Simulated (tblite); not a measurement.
Parent: `[CH2:1]=[CH:2][C:3](=[CH2:4])[C:5](=[CH2:6])[CH2:7][CH2:8][F:9]` with C1–C2–C3–C4 175°, C2–C3–C5–C6 -65°, C3–C5–C7–C8 -69°, C5–C7–C8–F9 177°, C8H11F.

The geometries are computed with GFN2-xTB (gas phase). One conformer each, not checked by frequencies here.

```tsv
coordinate of the parent	value
C1=C2	1.328 Å
C2–C3	1.458 Å
C3=C4	1.334 Å
C3–C5	1.484 Å
C5=C6	1.325 Å
C5–C7	1.504 Å
C7–C8	1.526 Å
C8–F9	1.374 Å
C1–C2–C3	125.6°
C2–C3–C4	120.6°
C2–C3–C5	118.9°
C4–C3–C5	120.5°
C3–C5–C6	121.9°
C3–C5–C7	115.7°
C6–C5–C7	122.4°
C5–C7–C8	110.0°
C7–C8–F9	110.3°
```

Problem. How does the shared frame change in `[CH2:1]=[C:2]([CH3:3])[C:4](=[CH2:5])[C:6](=[CH2:7])[CH2:8][CH2:9][F:10]` with C1–C2–C4–C5 152°, C2–C4–C6–C7 -48°, C4–C6–C8–C9 -64°, C6–C8–C9–F10 175°, C9H13F? Atoms pair as C1 = C1, C2 = C2, C3 = C4, C4 = C5, C5 = C6, C6 = C7, C7 = C8, C8 = C9, F9 = F10 (parent first).

Solution. 
```tsv
parent	relative	value in the relative	change
C1=C2	C1=C2	1.330 Å	+0.002
C2–C3	C2–C4	1.475 Å	+0.017
C3=C4	C4=C5	1.334 Å	0.000
C3–C5	C4–C6	1.482 Å	-0.002
C5=C6	C6=C7	1.327 Å	+0.002
C5–C7	C6–C8	1.504 Å	0.000
C7–C8	C8–C9	1.525 Å	-0.001
C8–F9	C9–F10	1.375 Å	+0.001
C1–C2–C3	C1–C2–C4	121.5°	-4.1
C2–C3–C4	C2–C4–C5	121.8°	+1.2
C2–C3–C5	C2–C4–C6	117.4°	-1.5
C4–C3–C5	C5–C4–C6	120.8°	+0.3
C3–C5–C6	C4–C6–C7	121.2°	-0.7
C3–C5–C7	C4–C6–C8	117.2°	+1.5
C6–C5–C7	C7–C6–C8	121.7°	-0.7
C5–C7–C8	C6–C8–C9	110.4°	+0.4
C7–C8–F9	C8–C9–F10	110.3°	0.0
```

Of the parent's bonds, C2–C3 changes most (+0.017 Å). Bonds of the relative outside the shared frame: C2–C3 1.501 Å. Point group C1 → C1.

Problem. How does the shared frame change in `[CH2:1]=[CH:2][C:3](=[CH2:4])[C@H:5]([CH3:6])[CH2:7][CH2:8][F:9]` with C1–C2–C3–C4 -170°, C2–C3–C5–C6 -93°, C3–C5–C7–C8 -61°, C5–C7–C8–F9 -177°, C8H13F? Atoms pair as C1 = C1, C2 = C2, C3 = C3, C4 = C4, C5 = C5, C6 = C6, C7 = C7, C8 = C8, F9 = F9 (parent first).

Solution. 
```json
{"parent": "C1=C2", "relative": "C1=C2", "value in the relative": "1.328 Å", "change": "0.000"}
{"parent": "C2–C3", "relative": "C2–C3", "value in the relative": "1.459 Å", "change": "+0.001"}
{"parent": "C3=C4", "relative": "C3=C4", "value in the relative": "1.333 Å", "change": "-0.001"}
{"parent": "C3–C5", "relative": "C3–C5", "value in the relative": "1.514 Å", "change": "+0.030"}
{"parent": "C5=C6", "relative": "C5–C6", "value in the relative": "1.532 Å", "change": "+0.207"}
{"parent": "C5–C7", "relative": "C5–C7", "value in the relative": "1.532 Å", "change": "+0.028"}
{"parent": "C7–C8", "relative": "C7–C8", "value in the relative": "1.521 Å", "change": "-0.005"}
{"parent": "C8–F9", "relative": "C8–F9", "value in the relative": "1.376 Å", "change": "+0.002"}
{"parent": "C1–C2–C3", "relative": "C1–C2–C3", "value in the relative": "127.4°", "change": "+1.8"}
{"parent": "C2–C3–C4", "relative": "C2–C3–C4", "value in the relative": "118.7°", "change": "-1.9"}
{"parent": "C2–C3–C5", "relative": "C2–C3–C5", "value in the relative": "118.6°", "change": "-0.3"}
{"parent": "C4–C3–C5", "relative": "C4–C3–C5", "value in the relative": "122.6°", "change": "+2.1"}
{"parent": "C3–C5–C6", "relative": "C3–C5–C6", "value in the relative": "108.9°", "change": "-13.0"}
{"parent": "C3–C5–C7", "relative": "C3–C5–C7", "value in the relative": "113.7°", "change": "-2.0"}
{"parent": "C6–C5–C7", "relative": "C6–C5–C7", "value in the relative": "110.3°", "change": "-12.1"}
{"parent": "C5–C7–C8", "relative": "C5–C7–C8", "value in the relative": "111.6°", "change": "+1.6"}
{"parent": "C7–C8–F9", "relative": "C7–C8–F9", "value in the relative": "110.2°", "change": "-0.1"}
```

Of the parent's bonds, C5–C6 changes most (+0.207 Å). Point group C1 → C1.

Problem. How does the shared frame change in `[CH2:1]=[CH:2][C@@H:3]([CH3:4])[C:5](=[CH2:6])[CH2:7][CH2:8][F:9]` with C1–C2–C3–C4 125°, C2–C3–C5–C6 -111°, C3–C5–C7–C8 84°, C5–C7–C8–F9 -73°, C8H13F? Atoms pair as C1 = C1, C2 = C2, C3 = C3, C4 = C4, C5 = C5, C6 = C6, C7 = C7, C8 = C8, F9 = F9 (parent first).

Solution. 
```json
{"parent": "C1=C2", "relative": "C1=C2", "value in the relative": "1.320 Å", "change": "-0.008"}
{"parent": "C2–C3", "relative": "C2–C3", "value in the relative": "1.505 Å", "change": "+0.047"}
{"parent": "C3=C4", "relative": "C3–C4", "value in the relative": "1.528 Å", "change": "+0.194"}
{"parent": "C3–C5", "relative": "C3–C5", "value in the relative": "1.513 Å", "change": "+0.029"}
{"parent": "C5=C6", "relative": "C5=C6", "value in the relative": "1.323 Å", "change": "-0.002"}
{"parent": "C5–C7", "relative": "C5–C7", "value in the relative": "1.508 Å", "change": "+0.004"}
{"parent": "C7–C8", "relative": "C7–C8", "value in the relative": "1.528 Å", "change": "+0.002"}
{"parent": "C8–F9", "relative": "C8–F9", "value in the relative": "1.375 Å", "change": "+0.001"}
{"parent": "C1–C2–C3", "relative": "C1–C2–C3", "value in the relative": "124.2°", "change": "-1.4"}
{"parent": "C2–C3–C4", "relative": "C2–C3–C4", "value in the relative": "109.8°", "change": "-10.8"}
{"parent": "C2–C3–C5", "relative": "C2–C3–C5", "value in the relative": "108.2°", "change": "-10.7"}
{"parent": "C4–C3–C5", "relative": "C4–C3–C5", "value in the relative": "114.1°", "change": "-6.4"}
{"parent": "C3–C5–C6", "relative": "C3–C5–C6", "value in the relative": "124.7°", "change": "+2.8"}
{"parent": "C3–C5–C7", "relative": "C3–C5–C7", "value in the relative": "114.6°", "change": "-1.1"}
{"parent": "C6–C5–C7", "relative": "C6–C5–C7", "value in the relative": "120.7°", "change": "-1.7"}
{"parent": "C5–C7–C8", "relative": "C5–C7–C8", "value in the relative": "112.1°", "change": "+2.1"}
{"parent": "C7–C8–F9", "relative": "C7–C8–F9", "value in the relative": "111.3°", "change": "+1.0"}
```

Of the parent's bonds, C3–C4 changes most (+0.194 Å). Point group C1 → C1.
